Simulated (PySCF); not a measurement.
C3S2, SMILES C(=C=C=S)=S.

Coordinates come from a PBE0-D3(BJ)/def2-SVP optimisation.

Level of theory: PBE/def2-TZVP (PySCF).

The molecule is in vacuum.

```json
{
 "total_energy": "-910.24367 hartree",
 "point_group": "D∞h",
 "highest_occupied_level": "-6.34 eV",
 "lowest_empty_level": "-3.61 eV",
 "orbital_gap": "2.73 eV",
 "dipole_moment": "0.00 D",
 "quadrupole, principal values (traceless, Buckingham form, about the centre of nuclear charge)": "-2.08, -2.08, 4.16 D·Å",
 "mean_static_polarisability": "94.8 bohr³ (14.04 Å³)",
 "polarisability_principal_values": "38.5, 38.5, 207.3 bohr³"
}
```
